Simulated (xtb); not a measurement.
C$_{4}$H$_{12}$GeO$_{4}$, charge +1, doublet, from a rough starting geometry (a state made from the parent by changing its charge; the spin is typed, not shown lowest); GFN2-xTB (xtb).

xtb was given this input:
```
$ xtb mol.xyz --gfn 2 --chrg 1 --uhf 1 --opt vtight --json

# file mol.xyz
21

C     -0.75139951    -2.37574598    -1.35819408
O     -0.63082002    -0.91711944    -1.34215087
Ge     0.02184283    -0.02388034     0.02272682
O     -0.43168450     1.61859003    -0.33612450
C     -1.59006483     2.12178086    -0.90581217
O     -0.66994040    -0.73444607     1.45677764
C     -0.21249984    -0.44972752     2.72484176
O      1.76056259    -0.03325543     0.23524504
C      2.69435188     0.69080028    -0.54186440
H     -1.70462558    -2.54760589    -1.99861779
H     -0.99822680    -2.75005801    -0.36594280
H      0.12124546    -2.89537378    -1.81195661
H     -2.29400742     2.44215411    -0.07670732
H     -2.18158178     1.31702730    -1.36102238
H     -1.36610195     2.94026860    -1.56262467
H      0.84192423    -0.55811247     2.91063733
H     -0.58346943     0.54422002     3.08361178
H     -0.77604110    -1.19517848     3.34603487
H      2.63783040     0.38879002    -1.55979414
H      2.51364615     1.83897669    -0.49370164
H      3.67285608     0.53125298    -0.13286175
```

What the program printed (banner, timings and long lists left out):

```
   ID    Z sym.   atoms
    1    6 C      1, 5, 7, 9
    2    8 O      2, 4, 6, 8
    3   32 Ge     3
    4    1 H      10-21

           -------------------------------------------------
          |                Calculation Setup                |
           -------------------------------------------------

           -------------------------------------------------
          |                 G F N 2 - x T B                 |
           -------------------------------------------------

          ...................................................
          :                      SETUP                      :
          :.................................................:
          :  # basis functions                  54          :
          :  # atomic orbitals                  53          :
          :  # shells                           31          :
          :  # electrons                        55          :
          :  max. iterations                   250          :
          :  Hamiltonian                  GFN2-xTB          :
          :  restarted?                      false          :
          :  GBSA solvation                  false          :
          :  PC potential                    false          :
          :  electronic temp.          300.0000000     K    :
          :  accuracy                    1.0000000          :
          :  -> integral cutoff          0.2500000E+02      :
          :  -> integral neglect         0.1000000E-07      :
          :  -> SCF convergence          0.1000000E-05 Eh   :
          :  -> wf. convergence          0.1000000E-03 e    :
          :  Broyden damping             0.4000000          :
          :  net charge                          1          :
          :  unpaired electrons                  1          :
          ...................................................

 iter      E             dE          RMSdq      gap      omega  full diag
   1    -31.7632345 -0.317632E+02  0.591E+00    4.88       0.0  T
   2    -31.5020907  0.261144E+00  0.512E+00    8.25       1.0  T
   3    -32.5806997 -0.107861E+01  0.245E+00    5.55       1.0  T
   4    -32.5161855  0.645142E-01  0.238E+00    5.30       1.0  T
   5    -32.5845826 -0.683971E-01  0.135E+00    5.71       1.0  T
   6    -32.6038179 -0.192353E-01  0.964E-01    5.81       1.0  T
   7    -32.6150997 -0.112818E-01  0.780E-01    5.83       1.0  T
   8    -32.6278557 -0.127560E-01  0.345E-01    5.87       1.0  T
[...]
 * total energy  :   -32.4170175 Eh     change       -0.3077977E-05 Eh
 * total energy  :   -32.4170188 Eh     change       -0.1259252E-05 Eh
 * total energy  :   -32.4170219 Eh     change       -0.3116748E-05 Eh
 * total energy  :   -32.4170247 Eh     change       -0.2746021E-05 Eh
 * total energy  :   -32.4170265 Eh     change       -0.1867760E-05 Eh
 * total energy  :   -32.4170280 Eh     change       -0.1499003E-05 Eh
 * total energy  :   -32.4170291 Eh     change       -0.1031322E-05 Eh
 * total energy  :   -32.4170296 Eh     change       -0.5474206E-06 Eh
 * total energy  :   -32.4170300 Eh     change       -0.3668937E-06 Eh
 * total energy  :   -32.4170302 Eh     change       -0.2271862E-06 Eh
 * total energy  :   -32.4170303 Eh     change       -0.1237111E-06 Eh
 * total energy  :   -32.4170304 Eh     change       -0.7719553E-07 Eh
   *** GEOMETRY OPTIMIZATION CONVERGED AFTER 33 ITERATIONS ***
         :: total energy             -32.417030397230 Eh    ::
[...]
 ---------------------------------------------------------------------------
     1   6 C    3.847 --     2 O    0.983    11 H    0.974    12 H    0.921
                            10 H    0.910
     2   8 O    2.307 --     3 Ge   1.055     1 C    0.983
     3  32 Ge   4.353 --     2 O    1.055     8 O    1.055     6 O    1.054
                             4 O    1.054
     4   8 O    2.307 --     3 Ge   1.054     5 C    0.983
     5   6 C    3.847 --     4 O    0.983    14 H    0.974    13 H    0.920
                            15 H    0.909
     6   8 O    2.308 --     3 Ge   1.054     7 C    0.983
     7   6 C    3.847 --     6 O    0.983    16 H    0.974    17 H    0.920
                            18 H    0.909
     8   8 O    2.307 --     3 Ge   1.055     9 C    0.983
     9   6 C    3.847 --     8 O    0.983    20 H    0.974    19 H    0.921
                            21 H    0.910
    10   1 H    0.937 --     1 C    0.910
    11   1 H    0.991 --     1 C    0.974
    12   1 H    0.947 --     1 C    0.921
    13   1 H    0.947 --     5 C    0.920
    14   1 H    0.991 --     5 C    0.974
    15   1 H    0.937 --     5 C    0.909
    16   1 H    0.991 --     7 C    0.974
    17   1 H    0.947 --     7 C    0.920
    18   1 H    0.937 --     7 C    0.909
    19   1 H    0.947 --     9 C    0.921
    20   1 H    0.991 --     9 C    0.974
    21   1 H    0.937 --     9 C    0.910
 ---------------------------------------------------------------------------

Topologies differ in total number of bonds
Writing topology from bond orders to xtbtopo.mol

molecular dipole:
                 x           y           z       tot (Debye)
 q only:        0.006      -0.003      -0.006
   full:        0.007      -0.003      -0.007       0.026
molecular quadrupole (traceless):
                xx          xy          yy          xz          yz          zz
 q only:       -0.088       0.613       0.097       0.776      -0.709      -0.009
  q+dip:       -0.034      -0.197      -0.033      -0.165       0.116       0.067
   full:       -0.056       0.089       0.017       0.165      -0.179       0.039

optimized geometry written to: xtbopt.xyz

           -------------------------------------------------
          | TOTAL ENERGY              -32.417030397230 Eh   |
          | GRADIENT NORM               0.000053840378 Eh/α |
          | HOMO-LUMO GAP               5.798044101112 eV   |
           -------------------------------------------------
```
